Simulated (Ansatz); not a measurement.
Geometry optimisation, UKS revPBE/def2-SVP (Ansatz 0.2.0).

The input (input.yaml):

```yaml
crystal:
  periodic: [false, false, false]
  atoms:
    - { symbol: Ti, position_ang: [0.0, 0.0, 0.0] }
    - { symbol: Cl, position_ang: [0.0, 0.0, 2.62] }
    - { symbol: Cl, position_ang: [2.2349, 0.0, -0.7892] }
    - { symbol: Cl, position_ang: [-1.1163, 1.9339, -0.7892] }
    - { symbol: Cl, position_ang: [-1.1163, -1.9339, -0.7892] }
    - { symbol: H, position_ang: [0.0, 0.0, 4.29] }
magnetization:
  spin_polarized: true
  initial_magnetization: 1
basis:
  gaussian: { orbitals: def2-SVP }
hamiltonian:
  xc: revpbe
relax:
  f_tol: 0.15
  max_steps: 25
  restrain:
    - { distance: [1, 5], at: 1.37, k: 30.0 }
    - { distance: [0, 1], at: 3.57, k: 30.0 }
```

Run as:

```bash
$ ansatz run input.yaml --threads 4 --pin off --max-ram 5120MiB --backend cpu --events-out ev --progress --plain --runs-dir out
```

Task: Where does it end, and by what steps?

Result: The forces met the threshold. The restraints hold the end off the free minimum; the threshold counts their pulls, which the force column leaves out. Restrained pairs: Cl2–H6 (1.67 → 1.34 Å), Ti1–Cl2 (2.62 → 3.57 Å). After 3 steps the energy has fallen by 1.210 eV (the restraints' own energy left out); Ti1 moved furthest, 0.51 Å.

```json
{"step": "0", "energy less start (eV)": "0.0000", "largest force component (eV/Å)": "1.910", "accepted": "yes"}
{"step": "1", "energy less start (eV)": "-0.7709", "largest force component (eV/Å)": "2.419", "accepted": "yes"}
{"step": "2", "energy less start (eV)": "-1.1726", "largest force component (eV/Å)": "0.692", "accepted": "yes"}
{"step": "3", "energy less start (eV)": "-1.2102", "largest force component (eV/Å)": "1.024", "accepted": "yes"}
```

```xyz
6
Properties=species:S:1:pos:R:3
Ti 0.001 0.000 -0.506
Cl -0.003 0.000 3.066
Cl 2.185 0.000 -0.807
Cl -1.091 1.891 -0.807
Cl -1.091 -1.891 -0.807
H 0.002 0.000 4.404
```

The run took 31 s on 4 threads of Arm Neoverse V1 (shared host), peak memory 0.3 GiB.
